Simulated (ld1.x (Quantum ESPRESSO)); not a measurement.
# Sn (Z = 50): from the effect back to the setting (TM)

Base potential:

tin, norm-conserving Troullier–Martins (Kleinman–Bylander form), made with ld1.x (Quantum ESPRESSO) 7.5 (PBE, scalar-relativistic). Core [Kr], reference 4d10 5s2 5p2. Waves: 5s (bound): rc 2.15 bohr; 5p (bound): rc 1.80 bohr; 4d (bound): rc 1.65 bohr. Local part: all-electron potential smoothed inside 1.65 bohr (lloc = -2). Core correction: Bessel-smoothed model core inside 1.15 bohr.

Cutoffs, loose and tight: the cutoffs (Ry, on a coarse ladder) from which the occupation-weighted sum of valence levels, in a spherical-Bessel basis at the reference potential, stays within 10 and 1 mRy of its value at 400 Ry. They do not see the model core or the augmentation charge, which bear on the density cutoff. Test errors are all-electron minus pseudo excitation energies from the reference, over the configurations 4d10 5s2 5p1; 4d10 5s2 5p0; 4d10 5s1 5p0; 4d10 5s0 5p0; 4d10 5s1 5p2; 4d10 5s0 5p4; 4d9 5s2 5p3; variants that change the core or the reference have their own tests.

Only the scale of all radii but the core radius (base = 1) is moved:

```json
{"scale of all radii but the core radius (base = 1)": "0.78", "cutoff, loose": "180 Ry", "cutoff, tight": "260 Ry", "bound ghosts": "p, s", "largest test error (meV)": "+137"}
{"scale of all radii but the core radius (base = 1)": "0.93", "cutoff, loose": "90 Ry", "cutoff, tight": "140 Ry", "bound ghosts": "s", "largest test error (meV)": "+281"}
{"scale of all radii but the core radius (base = 1)": "0.98", "cutoff, loose": "80 Ry", "cutoff, tight": "140 Ry", "bound ghosts": "none", "largest test error (meV)": "-77"}
{"scale of all radii but the core radius (base = 1)": "1.15", "cutoff, loose": "70 Ry", "cutoff, tight": "110 Ry", "bound ghosts": "none", "largest test error (meV)": "-123"}
{"scale of all radii but the core radius (base = 1)": "1.35", "cutoff, loose": "55 Ry", "cutoff, tight": "100 Ry", "bound ghosts": "none", "largest test error (meV)": "-311"}
```

Problem. One more run gave cutoff, loose: 60 Ry; cutoff, tight: 110 Ry; bound ghosts: none; largest test error (meV): -189. Which value of the scale of all radii but the core radius (base = 1) was used?

Solution. 1.25. The loose cutoff moves one way along this sweep, from 180 Ry at 0.78 to 55 Ry at 1.35, which places the run between 1.15 and 1.35.
